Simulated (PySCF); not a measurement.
The numbers are results of ωB97X-D3(BJ)/def2-TZVP // PBE0-D3(BJ)/def2-SVP in PySCF 2.14.0, not measurements. Isolated molecules, 0 K electronic values unless said otherwise. One relaxed conformer stands for a flexible species; it need not be the lowest. Excitations are Tamm–Dancoff values on a coarser integration grid. The basis has no diffuse functions, so Rydberg states are missing or too high.

Reference species: [Ga(H)3(NH3)] (neutral, multiplicity 1).

```
Item                Value
---------------  --------
HOMO–LUMO gap    11.53 eV
S1–T1 gap (TDA)   0.32 eV
```

Changed species: [Ga(H)3(H2O)] (adduct with H2O; the reference has adduct with NH3).

Question: Predict the effect on the HOMO–LUMO gap and S1–T1 gap (TDA).

Answer: the HOMO–LUMO gap falls by 0.07 eV, to 11.46 eV; the S1–T1 gap (TDA) rises by 0.02 eV, to 0.34 eV.
